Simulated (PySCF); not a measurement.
Problem. What does the PBE0-D3(BJ)/def2-SVP structure of `C[Si@H](O)[Se][SiH3]` look like in three dimensions?

Solution. 
Z-matrix in Å and degrees, rows numbered from 1:
```
C 
Si  1  1.8565
O   2  1.6627  1  107.07
Se  2  2.2997  1  111.30  3  -119.23
Si  4  2.2813  2   94.70  1  -113.09
H   1  1.1002  2  110.29  3  -176.27
H   1  1.1001  2  110.54  3    63.70
H   1  1.1014  2  110.25  3   -56.22
H   2  1.4977  1  111.58  3   122.55
H   3  0.9625  2  115.84  1  -166.47
H   5  1.4914  4  106.28  2   178.02
H   5  1.4934  4  111.42  2   -62.50
H   5  1.4937  4  111.40  2    58.93
```

Si5 (SiH3 silicon) is tetrahedral (angles from 106.3° to 111.4°). Si2 (oxygen-bound silicon) is tetrahedral (angles from 106.0° to 111.7°).

Computed with PBE0-D3(BJ)/def2-SVP geometry optimisation, gas phase in PySCF.

Point group: C1 (no symmetry element, even within 0.4 Å). No frequency check. One conformer, not necessarily the lowest (C1–Si2–O3–H -166°, C1–Si2–Se4–Si5 -113°).
